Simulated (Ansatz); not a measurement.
Z-matrix (Å, degrees):
```
O
H 1 0.9685
C 1 1.4323 2 113.62
H 3 1.0965 1 106.25 2 -168.32
H 3 1.0974 4 109.44 1 -117.85
H 3 1.0987 4 109.84 5 -122.68
Al 1 1.9274 2 111.98 3 147.41
Cl 7 2.1070 1 102.67 2 142.07
Cl 7 2.1166 1 101.35 2 -98.01
Cl 7 2.1185 1 95.32 2 20.44
```
Charge 0, spin multiplicity 1.

Calculation: frozen-core CCSD(T)/cc-pVTZ // PBE0-D3(BJ)/def2-SVP (Ansatz, a program for electronic structure).

HF energy: -1735.85569 Ha
MP2 correlation energy: -1.05883 Ha

Estimate the CCSD correlation energy, the (T) correction, the total energy and the T1 diagnostic.


```json
{
 "CCSD correlation energy": "-1.12218 Ha",
 "(T) correction": "-0.04328 Ha",
 "CCSD(T) total energy": "-1737.02114 Ha",
 "T1 diagnostic": "0.008"
}
```
